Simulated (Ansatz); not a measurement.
Born–Oppenheimer molecular dynamics of ClGeH$_{3}$ (5 atoms, charge 0, multiplicity 1). It starts from a relaxed structure.

Level of theory: Ansatz 0.2.0, RKS PBE0/def2-TZVP.

| Quantity | Value |
| --- | --- |
| ensemble | NVE (Milne-controlled integrator) |
| time step | 1 fs |
| steps asked | 250 |
| starting velocities drawn for | 1500 K |
| seed | 473062 |

First frame:

```xyz
5
Properties=species:S:1:pos:R:3
Ge 0.013 -0.022 0.009
H -0.019 0.033 1.540
H 1.446 0.033 -0.531
Cl -1.003 1.738 -0.710
H -0.751 -1.235 -0.531
```

(1) How far do the bonds stretch over the last three quarters of this one trajectory? (Pairs bonded in most of those frames.)

Results:

(1) 
```json
{"bond": "Ge1–H2", "mean (Å)": "1.560", "spread (Å)": "0.103", "shortest": "1.40", "longest": "1.70"}
{"bond": "Ge1–H3", "mean (Å)": "1.539", "spread (Å)": "0.045", "shortest": "1.47", "longest": "1.61"}
{"bond": "Ge1–Cl4", "mean (Å)": "2.160", "spread (Å)": "0.045", "shortest": "2.09", "longest": "2.23"}
{"bond": "Ge1–H5", "mean (Å)": "1.545", "spread (Å)": "0.072", "shortest": "1.43", "longest": "1.66"}
```

Mean temperature of the second half: 734 K. The conserved energy stayed within 0.6 meV per atom of its start (net change -0.18 meV per atom), so the integration is sound. The temperature averaged 0.49 of the 1500 K drawn at the start: a run that starts near a minimum puts about half its kinetic energy into the potential. A run of 0.25 ps of so small a system gives no equilibrium averages.

Run time: 2.4 min on 4 threads of Arm Neoverse V2 (shared host), peak memory 0.19 GiB.
